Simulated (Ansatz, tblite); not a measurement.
Removing and adding an electron: Ta4 (the lowest singlet isomer of a short search). The state is a singlet with charge 0. Geometry: PBE-D4/def2-SVP. Ansatz, gas phase; energy differences of separate SCF runs; the oxidised species was run as a doublet alone; the reduced species was run as a doublet alone.

```csv
atom,x (Å),y (Å),z (Å)
Ta1,1.0615,-0.1016,1.1544
Ta2,-1.1352,1.0027,0.4189
Ta3,-0.6245,-1.4178,-0.2636
Ta4,0.6983,0.5166,-1.3097
```

In the def2 sets Ta takes a core potential; there is no spin–orbit coupling. The xTB rows come from tblite. HOMO above LUMO, or a gap near zero within one spin, warns that the state may not be the lowest or that an electron is smeared out. The structure comes from a short search, and lower isomers may exist.

| level | −HOMO (eV) | vertical IE (eV) | −LUMO (eV) | vertical EA (eV) | HOMO–LUMO gap (eV) | IE − EA (eV) | remarks |
| --- | --- | --- | --- | --- | --- | --- | --- |
| GFN1-xTB | 11.65 | 13.73 | 9.65 | 7.58 | 2.00 | 6.15 | – |
| GFN2-xTB | 6.79 | 9.53 | 6.48 | 3.78 | 0.31 | 5.75 | – |
| PBE-D4/def2-TZVP | 3.49 | 5.76 | 2.49 | – | 1.00 | – | gap within one spin near zero (+1 doublet) |
| PBE-D4/def2-TZVPD | 3.50 | – | 2.52 | 0.84 | 0.97 | – | HOMO above zero (-1 doublet), gap within one spin near zero (-1 doublet) |
| r2SCAN-D4/def2-TZVP | 3.51 | 5.54 | 2.36 | – | 1.16 | – | spin-contaminated (⟨S²⟩ 0.85) (+1 doublet) |
| PBE0-D4/def2-TZVP | 4.16 | 5.49 | 1.80 | – | 2.35 | – | spin-contaminated (⟨S²⟩ 0.85) (+1 doublet) |

Run but left out: r2SCAN-D4/def2-TZVPD, PBE0-D4/def2-TZVPD (charge -1 doublet: ⟨S²⟩ 1.49 to 1.55, where a pure state has 0.75).   A HOMO above zero means that the electron is unbound at that level or that self-interaction error raises the level; the energy of removing that electron tells which. Raw xTB energy differences between charge states are shifted by several eV; the methods need an empirical correction for them.
